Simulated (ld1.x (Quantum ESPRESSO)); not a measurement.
Pseudopotential generation for phosphorus: TM, PBEsol, scalar-relativistic.

ld1.x (Quantum ESPRESSO) 7.5 input, shortened:

```
&input
   title='P', zed=15., rel=1, dft='PBESOL', iswitch=3,
   config='[Ne] 3s1.5 3p3.5 3d-2'
 /
 &inputp
   pseudotype=2, tm=.true., lloc=0,
   nlcc=.true., rcore=0.80
 /
3
3P  2  1   3.50   0.00  1.40  1.40  0.0
3D  3  2  -2.00   0.20  1.45  1.45  0.0
3S  1  0   1.50   0.00  1.70  1.70  0.0
 &test
   configts(1)='3s1.5 3p3.5'
 /
```

All-electron outer shells of the reference configuration (PBEsol, scalar-relativistic, ld1.x):

```json
{"shell": "2s", "level (eV)": "-174.35", "outermost node (bohr)": "0.14", "outermost maximum (bohr)": "0.42"}
{"shell": "2p", "level (eV)": "-125.10", "outermost node (bohr)": "–", "outermost maximum (bohr)": "0.36"}
{"shell": "3s", "level (eV)": "-14.28", "outermost node (bohr)": "0.65", "outermost maximum (bohr)": "1.58"}
{"shell": "3p", "level (eV)": "-5.77", "outermost node (bohr)": "0.64", "outermost maximum (bohr)": "1.83"}
```

Does the generator finish with these settings?

Yes, a potential is produced and its reference levels are reproduced.

Estimate the cutoffs (Ry, on a coarse ladder) from which the occupation-weighted sum of valence levels, in a spherical-Bessel basis at the reference potential, stays within 10 and 1 mRy of its value at 400 Ry.

40 Ry and 70 Ry.

Does the potential have ghost states?

No extra level below or beside the all-electron valence levels (p, d, s, f tested).

Tests: 3s2 3p3; 3s2 3p2; 3s2 3p1; 3s2 3p3.3; 3s1 3p0; 3s1 3p4; 3s1 3p3. Which has the largest error in its energy relative to the reference configuration, and how large is it?

3s1 3p0, with +130 meV (all-electron minus pseudo) on +106.19 eV.
